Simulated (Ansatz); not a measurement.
BGeH$_{5}$OSi (`[SiH3][B]1[O][GeH2]1`), relaxed with RKS PBE0-D4/def2-TZVP in Ansatz 0.2.0 from a PBE-D4/def2-SVP geometry. The force threshold is 0.005 eV/Å; the program also tests the step.

The species carries charge 0 and has multiplicity 1.

Start:

```xyz
9

Si   -0.726    0.144   -1.699
B     0.345   -0.240   -0.038
O     1.368   -0.837    0.470
Ge    0.338    0.188    2.015
H    -2.124   -0.368   -1.480
H    -0.786    1.637   -1.884
H    -0.143   -0.494   -2.932
H     0.171   -1.030    2.983
H     1.556    1.001    2.565
```

| step | energy (eV) | largest force (eV/Å) | largest move (Å) |
| --- | --- | --- | --- |
| 1 | -67188.3123 | 1.066 | 0.000 |
| 2 | -67188.3473 | 0.320 | 0.025 |
| 3 | -67188.3590 | 0.271 | 0.043 |
| 4 | -67188.3616 | 0.234 | 0.016 |
| 5 | -67188.3639 | 0.046 | 0.021 |
| 6 | -67188.3643 | 0.021 | 0.009 |
| 7 | -67188.3648 | 0.023 | 0.033 |
| 8 | -67188.3648 | 0.020 | 0.008 |
| 9 | -67188.3649 | 0.010 | 0.005 |
| 10 | -67188.3649 | 0.003 | 0.002 |

End:

```xyz
9

Si   -0.733    0.148   -1.701
B     0.298   -0.204   -0.016
O     1.327   -0.800    0.483
Ge    0.405    0.136    2.001
H    -2.115   -0.360   -1.502
H    -0.784    1.619   -1.905
H    -0.126   -0.503   -2.892
H     0.175   -1.036    2.975
H     1.554    1.000    2.557
```

Run time 29 s (4 threads of an Arm Neoverse V1 on a shared host); peak host memory 0.46 GiB.
